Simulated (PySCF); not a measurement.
Excitation energy of V by level of theory

V [Ar] 3d3 4s2 (4F) → V [Ar] 3d3 4s1 4p1 (high-spin determinant), as a difference of total energies. Computed with PySCF 2.14 in def2-TZVPPD (6s6p4d2f1g, 67 functions), with no relativity, point nucleus. Correlated levels: valence and next inner shell: [Ne] frozen. The calculations carry no spin-orbit coupling.

```
                                method  excitation energy (eV)
                                   UHF                   0.997
    MP2 (valence and next inner shell)                   1.863
SCS-MP2 (valence and next inner shell)                   2.040
   CCSD (valence and next inner shell)                   1.950
CCSD(T) (valence and next inner shell)                   2.043
```

How much does correlation contribute at CCSD(T) (valence and next inner shell)?

2.043 − (0.997) = 1.046 eV, measured against UHF.

A first-order spin-orbit estimate (lowest level to lowest level, LS coupling) adds -0.009 eV.

The determinant of the upper state mixes LS terms, which raises its energy above the lowest term, most at the Hartree-Fock and MP2 levels.
